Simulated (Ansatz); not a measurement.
Cost and result for the atomization energy of `[SiH3]C([SiH3])SS` (13 atoms, 12 bonds).

| atom | x (Å) | y (Å) | z (Å) |
| --- | --- | --- | --- |
| Si1 | -0.979 | 1.150 | 0.019 |
| C2 | 0.456 | -0.052 | -0.154 |
| Si3 | 1.191 | -0.518 | 1.523 |
| S4 | -0.072 | -1.599 | -0.944 |
| S5 | -0.305 | -1.137 | -2.916 |
| H6 | -1.698 | 1.300 | -1.272 |
| H7 | -0.481 | 2.485 | 0.449 |
| H8 | -1.919 | 0.624 | 1.043 |
| H9 | 1.270 | 0.386 | -0.742 |
| H10 | 1.419 | 0.729 | 2.300 |
| H11 | 0.237 | -1.385 | 2.259 |
| H12 | 2.476 | -1.238 | 1.339 |
| H13 | -1.594 | -0.745 | -2.904 |

Total charge 0; spin multiplicity 1. The structure was optimised at the PBE0-D4/def2-TZVP level. It is one conformer, not always the lowest. Program: Ansatz. All runs use 4 threads of an Arm Neoverse V1 on a shared host. Times are those of one run each, without the atoms' runs, and a repeat can differ threefold. Electronic energies, without spin–orbit coupling; frozen cores. CCSD(T)/CBS adds CCSD(T) − MP2 in def2-TZVPP to the MP2 limit, and its time is that of the two runs behind it. T1 = 0.013. B3LYP takes the VWN-RPA correlation (the form of Gaussian; ORCA's B3LYP/G).

CCSD(T)/CBS is a level of theory with its own doubt, some kJ/mol a heavy atom from the limit and from the frozen cores, so smaller differences don't rank the functionals.

```
                            level  functions  wall time
               BLYP-D4/def2-TZVPP        311      3.2 s
  PBE-D4/def2-TZVPP (with forces)        311      4.1 s
               PBE0-D4/def2-TZVPP        311        6 s
              BHLYP-D4/def2-TZVPP        311      6.5 s
          CAM-B3LYP-D4/def2-TZVPP        311        7 s
                 CCSD(T)/def2-SVP        126      7.5 s
B3LYP-D4/def2-TZVPP (with forces)        311      9.5 s
                B2PLYP/def2-TZVPP        311       10 s
              PBE-QIDH/def2-TZVPP        311       10 s
 ωB97M-V/def2-TZVPP (with forces)        311       20 s
                   MP2/def2-QZVPP        577       51 s
               CCSD(T)/def2-TZVPP        311     15 min
                CCSD(T)/CBS(def2)          –     16 min
```

(1) What atomization energy does each give, and how far from CCSD(T)/CBS? (An estimate is asked.)

Results:

(1) The calculation gave: 
```json
{"level": "BLYP-D4/def2-TZVPP", "atomization (kcal/mol)": "948.3", "difference from CCSD(T)/CBS": "-11.1", "per bond": "-0.9"}
{"level": "PBE-D4/def2-TZVPP (with forces)", "atomization (kcal/mol)": "961.8", "difference from CCSD(T)/CBS": "2.4", "per bond": "0.2"}
{"level": "PBE0-D4/def2-TZVPP", "atomization (kcal/mol)": "953.7", "difference from CCSD(T)/CBS": "-5.7", "per bond": "-0.5"}
{"level": "BHLYP-D4/def2-TZVPP", "atomization (kcal/mol)": "939.1", "difference from CCSD(T)/CBS": "-20.3", "per bond": "-1.7"}
{"level": "CAM-B3LYP-D4/def2-TZVPP", "atomization (kcal/mol)": "956.3", "difference from CCSD(T)/CBS": "-3.1", "per bond": "-0.3"}
{"level": "CCSD(T)/def2-SVP", "atomization (kcal/mol)": "884.6", "difference from CCSD(T)/CBS": "-74.8", "per bond": "-6.2"}
{"level": "B3LYP-D4/def2-TZVPP (with forces)", "atomization (kcal/mol)": "955.9", "difference from CCSD(T)/CBS": "-3.5", "per bond": "-0.3"}
{"level": "B2PLYP/def2-TZVPP", "atomization (kcal/mol)": "939.9", "difference from CCSD(T)/CBS": "-19.5", "per bond": "-1.6"}
{"level": "PBE-QIDH/def2-TZVPP", "atomization (kcal/mol)": "947.7", "difference from CCSD(T)/CBS": "-11.7", "per bond": "-1.0"}
{"level": "ωB97M-V/def2-TZVPP (with forces)", "atomization (kcal/mol)": "963.4", "difference from CCSD(T)/CBS": "4.0", "per bond": "0.3"}
{"level": "MP2/def2-QZVPP", "atomization (kcal/mol)": "950.0", "difference from CCSD(T)/CBS": "-9.4", "per bond": "-0.8"}
{"level": "CCSD(T)/def2-TZVPP", "atomization (kcal/mol)": "930.6", "difference from CCSD(T)/CBS": "-28.8", "per bond": "-2.4"}
{"level": "CCSD(T)/CBS(def2)", "atomization (kcal/mol)": "959.4", "difference from CCSD(T)/CBS": "0.0", "per bond": "0.0"}
```

From r2SCAN to r2SCAN0 (25 % exact exchange), in def2-TZVPP and without D4, the atomization energy moves by −10.1 kcal/mol: exact exchange takes away binding that semilocal exchange gives to molecules. Leaving LDA and LC-ωPBE aside and taking each functional with its dispersion term where it has one, the values, not all of them listed here, spread over 27.4 kcal/mol, from BHLYP-D4 to ωB97X-V. LDA lies +129.2 kcal/mol from PBE without D4, its usual overbinding. In def2-TZVPP, CCSD(T) changes the Hartree–Fock value by +233.3 kcal/mol (the triples alone add +13.8 kcal/mol) and MP2 by +235.5 kcal/mol; breaking electron pairs costs correlation energy, which Hartree–Fock lacks.
